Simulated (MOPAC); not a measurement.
Input for MOPAC: PM3 on C2H10BN (a complex), monomers drawn apart or pushed together.

```
PM3 1SCF PRECISE CHARGE=0 THREADS=1
C2H10BN

B     -0.92882853 1     0.28962972 1     0.29840841 1
N      0.63215898 1    -0.16702462 1     0.57007700 1
H     -1.04449881 1     1.36596360 1     0.83879062 1
H     -1.60656678 1    -0.57363610 1     0.80756020 1
H     -1.04869126 1     0.34361681 1    -0.90279062 1
H      1.28372321 1     0.50425037 1     0.17446295 1
H      0.82645800 1    -1.07243659 1     0.15280837 1
H      0.81249708 1    -0.23273552 1     1.57231514 1
C      0.37478701 1     0.56816300 1     5.88589274 1
C     -0.01960863 1    -0.69932473 1     5.87133938 1
H      1.20545226 1     0.89945715 1     6.49809000 1
H     -0.13290236 1     1.31955643 1     5.29230167 1
H     -0.85969902 1    -1.01776520 1     5.26510737 1
H      0.47316651 1    -1.45599996 1     6.47064507 1
```

The log:

```
*******************************************************************************
 **                                                                           **
 **                              MOPAC v23.2.5                                **
 **                                                                           **
 *******************************************************************************
 ** MOPAC's Digital Object Identifier: https://doi.org/10.5281/zenodo.6511958 **
 **                                                                           **
 ** Please cite the open-source release paper for use of this MOPAC version:  **
 ** J. E. Moussa and J. J. P. Stewart (2026)                                  **
 ** MOPAC: An open-source semiempirical molecular orbital program             **
 ** J. Open Source Softw., 11(119), 8025, https://doi.org/10.21105/joss.08025 **
 *******************************************************************************

                              PM3 CALCULATION RESULTS

 *******************************************************************************
 *  PM3        - The PM3 Hamiltonian to be used
 *
 *
 *
 *                 CHARGE ON SYSTEM = 0
 *
 *
 *
 *  PRECISE    - TIGHTER CRITERIA TO BE USED
 *  1SCF       - DO 1 SCF AND THEN STOP
 *  THREADS=1  - MULTI-THREADING NOT USED
 *  T=         - A TIME OF 172800.0 SECONDS REQUESTED
 *  DUMP=N     - RESTART FILE WRITTEN EVERY 7200.0 SECONDS REQUESTED
 *******************************************************************************
PM3 1SCF PRECISE CHARGE=0 THREADS=1
 C2H10BN

   ATOM   CHEMICAL          X               Y               Z
  NUMBER   SYMBOL      (ANGSTROMS)     (ANGSTROMS)     (ANGSTROMS)

     1       B         -0.92882853  *   0.28962972  *   0.29840841  *
     2       N          0.63215898  *  -0.16702462  *   0.57007700  *
     3       H         -1.04449881  *   1.36596360  *   0.83879062  *
     4       H         -1.60656678  *  -0.57363610  *   0.80756020  *
     5       H         -1.04869126  *   0.34361681  *  -0.90279062  *
     6       H          1.28372321  *   0.50425037  *   0.17446295  *
     7       H          0.82645800  *  -1.07243659  *   0.15280837  *
     8       H          0.81249708  *  -0.23273552  *   1.57231514  *
     9       C          0.37478701  *   0.56816300  *   5.88589274  *
    10       C         -0.01960863  *  -0.69932473  *   5.87133938  *
    11       H          1.20545226  *   0.89945715  *   6.49809000  *
    12       H         -0.13290236  *   1.31955643  *   5.29230167  *
    13       H         -0.85969902  *  -1.01776520  *   5.26510737  *
    14       H          0.47316651  *  -1.45599996  *   6.47064507  *



          CARTESIAN COORDINATES

    NO.       ATOM           X           Y           Z

     1         B         -0.9288      0.2896      0.2984
     2         N          0.6322     -0.1670      0.5701
     3         H         -1.0445      1.3660      0.8388
     4         H         -1.6066     -0.5736      0.8076
     5         H         -1.0487      0.3436     -0.9028
     6         H          1.2837      0.5043      0.1745
     7         H          0.8265     -1.0724      0.1528
     8         H          0.8125     -0.2327      1.5723
     9         C          0.3748      0.5682      5.8859
    10         C         -0.0196     -0.6993      5.8713
    11         H          1.2055      0.8995      6.4981
    12         H         -0.1329      1.3196      5.2923
    13         H         -0.8597     -1.0178      5.2651
    14         H          0.4732     -1.4560      6.4706

  H: (PM3): J. J. P. STEWART, J. COMP. CHEM. 10, 209 (1989).
  B: (PM3): J. J. P. STEWART, J. MOL. MOD., 10, 155-164 (2004)
  C: (PM3): J. J. P. STEWART, J. COMP. CHEM. 10, 209 (1989).
  N: (PM3): J. J. P. STEWART, J. COMP. CHEM. 10, 209 (1989).

           Empirical Formula: C2 H10 N B  =    14 atoms



      MOLECULAR POINT GROUP   :   Cs


      RHF CALCULATION, NO. OF DOUBLY OCCUPIED LEVELS = 13


 -------------------------------------------------------------------------------
 PM3 1SCF PRECISE CHARGE=0 THREADS=1
 C2H10BN



     1SCF WAS SPECIFIED, SO BFGS WAS NOT USED
     SCF FIELD WAS ACHIEVED


                              PM3 CALCULATION
                                                       MOPAC v23.2.5 Linux




          FINAL HEAT OF FORMATION =         -8.55396 KCAL/MOL =     -35.78975 KJ/MOL


          COSMO AREA              =        148.12 SQUARE ANGSTROMS
          COSMO VOLUME            =        120.70 CUBIC ANGSTROMS

          IONIZATION POTENTIAL    =         10.714850 EV
          HOMO LUMO ENERGIES (EV) =        -10.715  1.087
          NO. OF FILLED LEVELS    =         13
          MOLECULAR WEIGHT        =         58.9177         POINT GROUP:  Cs

          MOLECULAR DIMENSIONS (Angstroms)

            Atom       Atom       Distance
            H    11    H     5     7.75649
            H    13    H     6     3.97587
            H     3    H     7     3.06649


          SCF CALCULATIONS        =          1





   ATOM   CHEMICAL          X               Y               Z
  NUMBER   SYMBOL      (ANGSTROMS)     (ANGSTROMS)     (ANGSTROMS)

     1       B         -0.92882853  *   0.28962972  *   0.29840841  *
     2       N          0.63215898  *  -0.16702462  *   0.57007700  *
     3       H         -1.04449881  *   1.36596360  *   0.83879062  *
     4       H         -1.60656678  *  -0.57363610  *   0.80756020  *
     5       H         -1.04869126  *   0.34361681  *  -0.90279062  *
     6       H          1.28372321  *   0.50425037  *   0.17446295  *
     7       H          0.82645800  *  -1.07243659  *   0.15280837  *
     8       H          0.81249708  *  -0.23273552  *   1.57231514  *
     9       C          0.37478701  *   0.56816300  *   5.88589274  *
    10       C         -0.01960863  *  -0.69932473  *   5.87133938  *
    11       H          1.20545226  *   0.89945715  *   6.49809000  *
    12       H         -0.13290236  *   1.31955643  *   5.29230167  *
    13       H         -0.85969902  *  -1.01776520  *   5.26510737  *
    14       H          0.47316651  *  -1.45599996  *   6.47064507  *

                             CARTESIAN COORDINATES

   1    B       -0.928828530     0.289629720     0.298408410
   2    N        0.632158980    -0.167024620     0.570077000
   3    H       -1.044498810     1.365963600     0.838790620
   4    H       -1.606566780    -0.573636100     0.807560200
   5    H       -1.048691260     0.343616810    -0.902790620
   6    H        1.283723210     0.504250370     0.174462950
   7    H        0.826458000    -1.072436590     0.152808370
   8    H        0.812497080    -0.232735520     1.572315140
   9    C        0.374787010     0.568163000     5.885892740
  10    C       -0.019608630    -0.699324730     5.871339380
  11    H        1.205452260     0.899457150     6.498090000
  12    H       -0.132902360     1.319556430     5.292301670
  13    H       -0.859699020    -1.017765200     5.265107370
  14    H        0.473166510    -1.455999960     6.470645070


           Empirical Formula: C2 H10 N B  =    14 atoms



      MOLECULAR POINT GROUP   :   Cs


                  EIGENVALUES
 -33.08710 -32.16950 -20.96869 -19.79827 -17.63113 -17.62865 -16.38280 -15.16408
 -13.60178 -12.13755 -11.11696 -11.11613 -10.71485   1.08663   1.44935   3.08812
   3.08906   3.56025   3.89215   4.04154   4.07644   5.44718   5.57565   5.79299
   5.80131   7.51396


              NET ATOMIC CHARGES AND DIPOLE CONTRIBUTIONS

  ATOM NO.   TYPE          CHARGE      No. of ELECS.   s-Pop       p-Pop
    1          B          -0.624061        3.6241     0.90141     2.72265
    2          N           0.764703        4.2353     1.14014     3.09516
    3          H          -0.010870        1.0109     1.01087
    4          H          -0.010856        1.0109     1.01086
    5          H          -0.009670        1.0097     1.00967
    6          H          -0.037276        1.0373     1.03728
    7          H          -0.037245        1.0372     1.03725
    8          H          -0.034738        1.0347     1.03474
    9          C          -0.159635        4.1596     1.18480     2.97484
   10          C          -0.159275        4.1593     1.18481     2.97446
   11          H           0.077388        0.9226     0.92261
   12          H           0.081957        0.9180     0.91804
   13          H           0.082215        0.9178     0.91778
   14          H           0.077363        0.9226     0.92264
 DIPOLE           X         Y         Z       TOTAL
 POINT-CHG.     4.740    -1.388     0.812     5.005
 HYBRID         0.792    -0.231     0.168     0.842
 SUM            5.532    -1.620     0.980     5.847


          ATOMIC ORBITAL ELECTRON POPULATIONS

     Atom    s        px        py        pz
    1  B   0.90141   0.72503   0.99001   1.00762
    2  N   1.14014   1.18575   0.96053   0.94888
    3  H   1.01087
    4  H   1.01086
    5  H   1.00967
    6  H   1.03728
    7  H   1.03725
    8  H   1.03474
    9  C   1.18480   1.00086   0.97079   1.00319
   10  C   1.18481   1.00061   0.97073   1.00312
   11  H   0.92261
   12  H   0.91804
   13  H   0.91778
   14  H   0.92264

 **********************
 *                    *
 * JOB ENDED NORMALLY *
 *                    *
 **********************




 == MOPAC DONE ==
```

The run finished.

Cost: about 0.03 core-seconds (a rough figure).
